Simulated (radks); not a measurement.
Q: Species: Dy3+. Configuration: [Xe] 4f7.5 5d0.5 6s1 (fractional occupations, a model configuration). Method: scalar-relativistic Kohn-Sham, PBEsol, spin-unpolarised, spherical densities, point nucleus; computed with a radial shooting solver on a logarithmic mesh with Libxc functionals. Some entries of the table are withheld. Estimate them.

| orbital | occ. | eigenvalue (hartree) | <r^2> (bohr^2) | <1/r> (bohr^-1) |
|---|---|---|---|---|
| 1s | 2 | -1973.024 | 0.0006096 | 74.56 |
| 2s | 2 | -330.0837 | 0.009525 | 17.32 |
| 2p | 6 | -293.0951 | 0.007711 | 16.09 |
| 3s | 2 | (1) | 0.06291 | 6.373 |
| 3p | 6 | -63.60140 | 0.06319 | 5.973 |
| 3d | 10 | -48.99797 | 0.05288 | 5.666 |
| 4s | 2 | -16.27864 | 0.3149 | 2.699 |
| 4p | 6 | (2) | 0.3551 | 2.479 |
| 4d | 10 | -7.41207 | 0.4214 | 2.196 |
| 5s | 2 | -3.22316 | 1.721 | 1.074 |
| 5p | 6 | -2.26317 | 2.269 | 0.9237 |
| 4f | 7.5 | -1.81029 | 0.7032 | 1.699 |
| 5d | 0.5 | -1.10131 | 4.312 | 0.6619 |
| 6s | 1 | -0.95391 | 9.260 | 0.4443 |

A: 
(1) 3s eigenvalue (hartree): -74.95321
(2) 4p eigenvalue (hartree): -12.52496
